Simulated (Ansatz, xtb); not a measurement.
Ranking isomers of C4H4FNO

3 gas-phase structures of C4H4FNO, from a drawn sample of its isomers (lower ones may exist). Each was relaxed with GFN2-xTB:

A. `Oc1c[nH]c(F)c1`, a singlet
B. `On1ccc(F)c1`, a singlet
C. `On1cccc1F`, a singlet

**Question.** Estimate their order in r2SCAN-D4/def2-SVP energy at these geometries, lowest first.

**Answer.** Calculated order at r2SCAN-D4/def2-SVP: A (0.0), B (160.2), C (169.8) kJ/mol.

Energies above the lowest of each column, in kJ/mol:

```csv
structure,GFN2-xTB,HF/STO-3G,r2SCAN-D4/def2-SVP
A,0.0,0.0,0.0
B,128.5,104.7,160.2
C,130.1,109.4,169.8
```

Every level run on A puts it lowest or level with the lowest. Some further structures that were screened fall inside this span and aren't listed. Flexible structures stand in one conformer each, not always the lowest. Frequencies (GFN2-xTB) were run for A alone.

Programs: Ansatz 0.2.0, xtb 6.7.1.
